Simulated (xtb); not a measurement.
F2Si (SMILES F[Si]F), singlet, geometry from GFN2-xTB; GFN1-xTB run with xtb.

The xtb input:
```
$ xtb mol.xyz --gfn 1 --etemp 1000 --json

# file mol.xyz
3

Si    -0.03685565    -0.01764442     0.62704345
F      1.00111955    -0.63280559    -0.44873539
F     -0.94378855     0.66025247    -0.52666553
```

The log (banner, timings and long lists left out):

```
   ID    Z sym.   atoms
    1   14 Si     1
    2    9 F      2, 3

           -------------------------------------------------
          |                Calculation Setup                |
           -------------------------------------------------

           -------------------------------------------------
          |                 G F N 1 - x T B                 |
           -------------------------------------------------

          ...................................................
          :                      SETUP                      :
          :.................................................:
          :  # basis functions                  18          :
          :  # atomic orbitals                  17          :
          :  # shells                            7          :
          :  # electrons                        18          :
          :  # halogen bonds                     0          :
          :  max. iterations                   250          :
          :  Hamiltonian                  GFN1-xTB          :
          :  restarted?                      false          :
          :  GBSA solvation                  false          :
          :  PC potential                    false          :
          :  electronic temp.         1000.0000000     K    :
          :  accuracy                    1.0000000          :
          :  -> integral cutoff          0.2500000E+02      :
          :  -> integral neglect         0.1000000E-07      :
          :  -> SCF convergence          0.1000000E-05 Eh   :
          :  -> wf. convergence          0.2000000E-04 e    :
          :  Broyden damping             0.4000000          :
          :  net charge                          0          :
          :  unpaired electrons                  0          :
          ...................................................

 iter      E             dE          RMSdq      gap      omega  full diag
   1    -12.2592718 -0.122593E+02  0.757E+00    5.36       0.0  T
   2    -12.2664479 -0.717607E-02  0.414E+00    5.00       1.0  T
   3    -12.2674590 -0.101110E-02  0.557E-01    4.47       1.0  T
   4    -12.2682890 -0.830020E-03  0.254E-01    4.50       1.0  T
   5    -12.2682934 -0.445996E-05  0.238E-02    4.52       2.4  T
   6    -12.2682937 -0.259182E-06  0.262E-04    4.52     220.1  T
   7    -12.2682937 -0.764047E-10  0.143E-04    4.52     403.1  T
   8    -12.2682937 -0.654410E-11  0.401E-06    4.52   14414.0  T

   *** convergence criteria satisfied after 8 iterations ***

         :::::::::::::::::::::::::::::::::::::::::::::::::::::
         ::                     SUMMARY                     ::
         :::::::::::::::::::::::::::::::::::::::::::::::::::::
         :: total energy             -12.248267030441 Eh    ::
         :: gradient norm              0.021270974373 Eh/a0 ::
         :: HOMO-LUMO gap              4.518759742113 eV    ::
         ::.................................................::
         :: SCC energy               -12.268293694977 Eh    ::
         :: -> electrostatic           0.037582081542 Eh    ::
         :: repulsion energy           0.020404535783 Eh    ::
         :: dispersion energy         -0.000377871247 Eh    ::
         :: halogen bond corr.         0.000000000000 Eh    ::
         :: add. restraining           0.000000000000 Eh    ::
         :: total charge              -0.000000000000 e     ::
         :::::::::::::::::::::::::::::::::::::::::::::::::::::

           -------------------------------------------------
          |                Property Printout                |
           -------------------------------------------------

    * Orbital Energies and Occupations

         #    Occupation            Energy/Eh            Energy/eV
      -------------------------------------------------------------
         1        2.0000           -0.7976168             -21.7043
         2        2.0000           -0.7973951             -21.6982
         3        2.0000           -0.5448541             -14.8262
         4        2.0000           -0.5212223             -14.1832
         5        2.0000           -0.5149138             -14.0115
         6        2.0000           -0.5100123             -13.8781
         7        2.0000           -0.5020700             -13.6620
         8        2.0000           -0.4814684             -13.1014
         9        2.0000           -0.4034936             -10.9796 (HOMO)
        10                         -0.2374322              -6.4609 (LUMO)
        11                         -0.1590386              -4.3277
        12                         -0.1213539              -3.3022
        13                          0.0534502               1.4545
        14                          0.0597996               1.6272
        15                          0.1603807               4.3642
        16                          0.3749348              10.2025
        17                          0.7142688              19.4362
      -------------------------------------------------------------
                  HL-Gap            0.1660614 Eh            4.5188 eV
             Fermi-level           -0.3204629 Eh           -8.7202 eV

  Mulliken/CM5 charges         n(s)   n(p)   n(d)
     1Si    0.52072  0.47702   1.737  1.092  0.651
     2F    -0.26036 -0.23851   1.775  5.486  0.000
     3F    -0.26036 -0.23851   1.775  5.486  0.000

Wiberg/Mayer (AO) data.
largest (>0.10) Wiberg bond orders for each atom

 ---------------------------------------------------------------------------
     #   Z sym  total        # sym  WBO       # sym  WBO       # sym  WBO
 ---------------------------------------------------------------------------
     1  14 Si   2.518 --     3 F    1.259     2 F    1.259
     2   9 F    1.282 --     1 Si   1.259
     3   9 F    1.282 --     1 Si   1.259
 ---------------------------------------------------------------------------

Topologies differ in total number of bonds
Writing topology from bond orders to xtbtopo.mol

 dipole moment from electron density (au)
     X       Y       Z
  -0.0553  -0.0265   0.9402  total (Debye):    2.395

           -------------------------------------------------
          | TOTAL ENERGY              -12.248267030441 Eh   |
          | GRADIENT NORM               0.021270974373 Eh/α |
          | HOMO-LUMO GAP               4.518759742113 eV   |
           -------------------------------------------------

normal termination of xtb
```
